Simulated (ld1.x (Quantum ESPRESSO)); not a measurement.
**Pseudopotential generation for He (Z = 2): RRKJ, LDA (PZ), scalar-relativistic.**

ld1.x (Quantum ESPRESSO) 7.5 input, shortened:

```
&input
   title='He', zed=2., rel=1, dft='PZ', iswitch=3,
   config='[He] 2p-2'
 /
 &inputp
   pseudotype=2, tm=.false., lloc=-2, rcloc=0.40,
   nlcc=.false.
 /
2
1S  1  0   2.00   0.00  0.38  0.38  0.0
2P  2  1  -2.00   0.25  0.55  0.55  0.0
 &test
   configts(1)='1s2'
 /
```

- Cutoffs needed: 230 Ry and over 300 Ry (the cutoffs (Ry, on a coarse ladder) from which the occupation-weighted sum of valence levels, in a spherical-Bessel basis at the reference potential, stays within 10 and 1 mRy of its value at 400 Ry)
- Ghost test: no extra level below or beside the all-electron valence levels (s, p, d, f tested) (spherical-Bessel basis up to 400 Ry, 20 bohr box)
- Largest excitation error: -0.5 meV (all-electron minus pseudo) for 1s1, out of 2 test configurations
